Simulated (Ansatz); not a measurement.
Compare A (`C[SiH2]C(N)F`) with its isomer B (`CC[SiH](N)F`).

Program: Ansatz. Geometries: PBE0-D4/def2-TZVP. ΔE: electronic, gas phase. CCSD(T)/CBS is the MP2 limit (def2-TZVPP, def2-QZVPP) plus CCSD(T) − MP2 in def2-TZVPP, frozen cores. DFT in def2-TZVPP. B3LYP here is the variant with VWN-RPA as its local correlation; programs differ in this. Each species was taken in one conformer, which may not be the lowest.

Question: Which is lower in electronic energy at CCSD(T)/CBS, and by how much? (Estimate.)

Answer: Ansatz gave: B, by 73.7 kcal/mol.

Question: Give E(B) − E(A) in kcal/mol with PBE0-D4, ωB97M-V, PBE-D4, B2PLYP, CCSD/def2-TZVPP, B3LYP-D4, CCSD(T)/def2-TZVPP. (Best estimate.)

Answer: Ansatz gave: PBE0-D4 -68.9, ωB97M-V -71.1, PBE-D4 -65.7, B2PLYP -72.3, CCSD/def2-TZVPP -73.3, B3LYP-D4 -70.0, CCSD(T)/def2-TZVPP -72.4. None reverses the order clearly.

Largest T1 diagnostic: 0.011.

From PBE to PBE0 (25 % exact exchange), in def2-TZVPP and without D4, E(B) − E(A) moves by −3.3 kcal/mol.
